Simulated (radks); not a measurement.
Question: All-electron atom: Tl+ in [Hg]. Calculated with a radial shooting solver on a logarithmic mesh with Libxc functionals: Dirac Kohn-Sham, Slater X-alpha with alpha = 0.592, spin-unpolarised, spherical densities, point nucleus.

Spin-orbit splittings of the eigenvalues, e(l+1/2) - e(l-1/2), with zeta = 2 splitting/(2l+1) and mean radii in bohr:

| shell | occ. | splitting (eV) | zeta (eV) | <r> j=l-1/2 | <r> j=l+1/2 |
|---|---|---|---|---|---|
| 2p | 6 | 2058 | 1372 | 0.05596 | 0.06475 |
| 3p | 6 | 457.0 | 304.7 | 0.1677 | 0.1838 |
| 3d | 10 | 97.54 | 39.02 | 0.1598 | 0.1647 |
| 4p | 6 | 111.3 | 74.17 | 0.3940 | 0.4287 |
| 4d | 10 | 20.70 | 8.282 | 0.4348 | 0.4460 |
| 4f | 14 | 4.542 | 1.298 | 0.4671 | 0.4737 |
| 5p | 6 | 20.26 | 13.50 | 0.9441 | 1.041 |
| 5d | 10 | ? | ? | 1.374 | 1.433 |

Estimate the 5d splitting.

Answer: 2.159 eV (zeta = 0.8637 eV).
